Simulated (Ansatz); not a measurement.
The input (input.yaml):

```yaml
crystal:
  periodic: [false, false, false]
  atoms:
    - { symbol: B, position_ang: [-0.813192, 0.451714, 0.502985] }
    - { symbol: C, position_ang: [0.111046, -0.530234, 1.323182] }
    - { symbol: O, position_ang: [0.238612, -1.363995, 2.201207] }
    - { symbol: S, position_ang: [1.867864, -0.341214, 0.00763] }
    - { symbol: Al, position_ang: [0.204938, 0.307474, -1.28658] }
    - { symbol: H, position_ang: [-0.628939, 1.556584, 0.85166] }
    - { symbol: H, position_ang: [-1.921497, 0.063456, 0.45568] }
    - { symbol: H, position_ang: [0.200611, 0.999137, -2.615731] }
    - { symbol: H, position_ang: [0.829058, -1.18912, -1.457233] }
magnetization:
  spin_polarized: true
basis:
  gaussian: { orbitals: STO-3G }
hamiltonian:
  xc: b3lyp
  dispersion: d4
phonons: {}
```

Run as:

```bash
$ ansatz run input.yaml --threads 1 --pin off --max-ram 2048MiB --backend cpu --events-out ev --progress --plain --runs-dir out
```

Hardware: 1 thread of Intel(R) Xeon(R) 6975P-C (Granite Rapids) (shared host).

Roughly how long does this run take, and how much memory?

68 s, with a peak of 0.16 GiB, for 0 ionic steps.
